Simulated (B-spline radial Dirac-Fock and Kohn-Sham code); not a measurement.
Z = 50 (tin), transition energy 105 keV. Model: a Dirac-Hartree-Slater potential of the neutral atom with a Latter tail (no hole, which puts coefficients of high multipoles low close above an edge), finite nucleus with surface currents. Program: a radial B-spline solver. Subshells that would emit electrons below 1 keV are left out.

Question: A pure transition shows α(K) = 200, L1/L2 = 4.29 and L1/L3 = 0.786. What is its multipolarity?
A. E3
B. E1
C. M1
D. M3
E. E2
F. M2
G. E4
H. M4

Answer: H. For comparison, α(K), L1/L2, L1/L3 are E1 0.137, 8.92, 6.24; E2 0.985, 0.983, 0.832; E3 5.77, 0.173, 0.162; E4 32.6, 0.0464, 0.0457; M1 0.426, 14.8, 56.5; M2 3.92, 8.95, 7.30; M3 28.4, 5.89, 1.76.

Values without a named source are computed, but for edge energies of neutral atoms, which are taken from tables.
